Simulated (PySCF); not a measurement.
C₄H₅B.
Cartesian coordinates in Å at the PBE0-D3(BJ)/def2-SVP level; atoms count from 1:
```
atom  x, y, z in Å
B1    -1.098   -1.314    0.528
C2    -1.206    0.224    0.556
C3    -0.147    1.064    0.404
C4     1.206    0.687    0.199
C5     2.381    0.434    0.021
H6    -0.025   -1.844    0.364
H7    -2.084   -1.999    0.670
H8    -2.175    0.714    0.704
H9    -0.310    2.150    0.436
H10    3.415    0.190   -0.135
```

The closed-shell ground state was solved at several levels (PySCF, density fitting, gas phase, non-relativistic).

```csv
level,basis functions,total energy (Eh),HOMO (eV),LUMO (eV),gap (eV),dipole (D)
PBE0/pcSseg-1,110,-179.9110,-7.61,-2.61,5.00,1.34
PBE0/pcSseg-2,250,-179.9954,-7.60,-2.63,4.97,1.32
B3LYP/pcJ-1,185,-180.1890,-7.38,-2.77,4.61,1.39
```

**Question.** Estimate the row for B3LYP/def2-SVPD, a basis of 140 functions; the other rows only guide the guess.

**Answer.** Total energy -180.0526 Eh, HOMO -7.40 eV, LUMO -2.79 eV, gap 4.61 eV, dipole 1.36 D.

**Question.** How far do the dipole and the HOMO energy spread over the levels?

**Answer.** The dipole runs from 1.32 to 1.39 D (mean 1.35 D) and the HOMO from -7.61 to -7.38 eV.
